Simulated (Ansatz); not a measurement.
Geometry optimisation, Ansatz 0.2.0, RKS r2SCAN-D4/STO-3G.

input.yaml

```yaml
crystal:
  periodic: [false, false, false]
  atoms:
    - { symbol: S, position_ang: [-2.1855, -0.763, 0.0852] }
    - { symbol: Si, position_ang: [-0.3139, 0.0336, 0.6519] }
    - { symbol: B, position_ang: [1.2123, -0.8766, -0.2241] }
    - { symbol: "N", position_ang: [0.6904, 0.4156, -0.7718] }
    - { symbol: H, position_ang: [-2.5382, 0.4538, -0.6487] }
    - { symbol: H, position_ang: [-0.2109, 1.1744, 1.5972] }
    - { symbol: H, position_ang: [2.1254, -1.6921, -0.2096] }
    - { symbol: H, position_ang: [1.3126, 1.1972, -0.5359] }
basis:
  gaussian: { orbitals: STO-3G }
hamiltonian:
  xc: r2scan
  dispersion: d4
relax:
  f_tol: 0.02
  max_steps: 40
scf:
  lower_state_search: "off"
output:
  orbitals: {}
```

Run as:

```bash
$ ansatz run input.yaml --threads 1 --pin off --max-ram 2048MiB --backend cpu --events-out ev --progress --plain --runs-dir out
```

Task: Where does it end, and by what steps?

Result: The run converged. Limits of this set-up: minimal basis. After 10 steps the energy has fallen by 1.777 eV; H8 moved furthest, 0.75 Å.

| step | energy less start (eV) | largest force component (eV/Å) | accepted |
| --- | --- | --- | --- |
| 0 | 0.0000 | 2.683 | yes |
| 1 | -0.8207 | 2.072 | yes |
| 2 | -1.1378 | 1.903 | yes |
| 3 | -1.5453 | 0.990 | yes |
| 4 | -1.7225 | 1.428 | yes |
| 5 | -1.7490 | 0.830 | yes |
| 6 | -1.7386 | 0.406 | no |
| 7 | -1.7743 | 0.141 | yes |
| 8 | -1.7758 | 0.187 | yes |
| 9 | -1.7772 | 0.043 | yes |
| 10 | -1.7775 | 0.018 | yes |

```xyz
8
Properties=species:S:1:pos:R:3
S -2.195 -0.555 -0.365
Si -0.332 -0.102 0.542
B 1.343 -0.799 0.015
N 0.971 0.383 -0.567
H -2.774 0.612 0.024
H -0.520 0.895 1.583
H 2.238 -1.545 -0.020
H 1.362 1.053 -1.268
```

Run time: 34 s on 1 thread of Intel(R) Xeon(R) Platinum 8259CL CPU @ 2.50GHz (Skylake/Cascade Lake) (shared host), peak memory 0.16 GiB.
